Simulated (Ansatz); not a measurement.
```yaml
crystal:
  periodic: [false, false, false]
  atoms:
    - {symbol: C, position_ang: [0.509295, -2.423030, 1.146521]}
    - {symbol: C, position_ang: [0.272752, -1.590354, 0.275005]}
    - {symbol: Ti, position_ang: [0.085954, 0.003628, -0.939112]}
    - {symbol: Cl, position_ang: [-1.183899, -0.628009, -2.474011]}
    - {symbol: Cl, position_ang: [2.064144, 0.251693, -1.913573]}
    - {symbol: C, position_ang: [-0.429724, 1.606450, -0.252396]}
    - {symbol: C, position_ang: [-0.883994, 2.591672, 0.640552]}
    - {symbol: H, position_ang: [0.671528, -3.117841, 1.913190]}
    - {symbol: H, position_ang: [-0.978382, 3.488116, 1.028799]}
basis:
  gaussian: {orbitals: def2-mTZVP, point_charges: [{charge: -1.00, position_ang: [5.966, -0.325, 0.861]}]}
hamiltonian: {xc: {name: r2SCAN50}}
relax: {f_tol: 0.0001, max_steps: 2}
```

```sh
$ ansatz run in.yaml --threads 4 --pin off --events-out ev --progress --plain --max-ram 11315MiB
```

Output, abridged:

```
Functional definition: r2SCAN50
1577 factors; integrals over basis functions are off by at most 4.7e-4 eV
mean field evaluation 1: about -52324.4478 eV, gradient 5.4e1 eV
mean field evaluation 2: about -52221.3140 eV, gradient 2.8e2 eV
mean field evaluation 4: about -52330.2678 eV, gradient 2.2e1 eV
mean field evaluation 8: about -52331.6161 eV, gradient 9.2e-1 eV
mean field evaluation 16: about -52331.6187 eV, gradient 1.8e-3 eV
mean field -52331.61865041 eV, -1923.1515137574 hartree, gradient 5.1e-5 eV, S^2 0.000000; 0 other end points of the search recorded, 0 dependent functions left out
reference -52331.61865929 eV, -1923.1515140836 hartree; 41, 41 occupied and 118, 118 virtual orbitals, 1577 factors
relax step   1: F+E_penalty+E_count = -52331.61865041 eV  Δ(F+E_penalty+E_count) = +0.000e0 eV  max|allowed force component| = 1.225e1 eV/Å  Δτ_max = 0.0000 Å  (37 SCF iters, accepted)
1577 factors; integrals over basis functions are off by at most 4.9e-4 eV
mean field -52333.84321651 eV, -1923.2332650536 hartree, gradient 4.3e-5 eV, S^2 0.000000; 0 other end points of the search recorded, 0 dependent functions left out
reference -52333.84322559 eV, -1923.2332653875 hartree; 41, 41 occupied and 118, 118 virtual orbitals, 1577 factors
relax step   2: F+E_penalty+E_count = -52333.84321651 eV  Δ(F+E_penalty+E_count) = -2.225e0 eV  max|allowed force component| = 1.443e0 eV/Å  Δτ_max = 0.1911 Å  (45 SCF iters, accepted)
Error: geometry relaxation did not converge after 2 steps: max|allowed force component| = 1.44e0 eV/Å (threshold 1.0e-4). Raise `relax.max_steps` over both its present limit and 2, loosen `relax.f_tol`, or start from a geometry closer to equilibrium. Where this run's directory can be resumed (`checkpoint.write`), a resume goes on for up to `relax.max_steps` more
```

In this input the relaxation is allowed too few steps for its threshold. The calculation stopped without meeting its thresholds.
